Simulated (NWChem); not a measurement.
C₄H₄F₂; SMILES C=C/C(F)=C/F

```xyz
10

C     -0.0470     2.4595     0.0000
C     -0.6895     1.2707     0.0000
C     -0.0155    -0.0138     0.0000
F      1.3309     0.0059     0.0000
C     -0.6638    -1.2056     0.0000
F     -0.0129    -2.3723     0.0000
H      1.0521     2.5080     0.0000
H     -0.6049     3.4065     0.0000
H     -1.7913     1.2281     0.0000
H     -1.7616    -1.2852     0.0000
```
Atoms are numbered in this order, from 1.

Program: NWChem. Structure relaxed at the PBE-D3(BJ)/def2-SVP level. Level: M05-2X/def2-SVP with SMD (1 M gas to 1 M solution), gas-phase geometry.

```json
[
 {"solvent": "water", "dielectric constant": "78.4", "solvation free energy (kcal/mol)": "0.0", "cavity-dispersion-structure term (kcal/mol)": "5.1", "dipole in solution (D)": "3.24"},
 {"solvent": "ethylene glycol", "dielectric constant": "40.2", "solvation free energy (kcal/mol)": "-0.7", "cavity-dispersion-structure term (kcal/mol)": "4.4", "dipole in solution (D)": "3.23"},
 {"solvent": "n-hexane", "dielectric constant": "1.88", "solvation free energy (kcal/mol)": "-2.5", "cavity-dispersion-structure term (kcal/mol)": "-0.3", "dipole in solution (D)": "2.86"},
 {"solvent": "cyclohexane", "dielectric constant": "2.02", "solvation free energy (kcal/mol)": "-2.3", "cavity-dispersion-structure term (kcal/mol)": "0.1", "dipole in solution (D)": "2.88"}
]
```
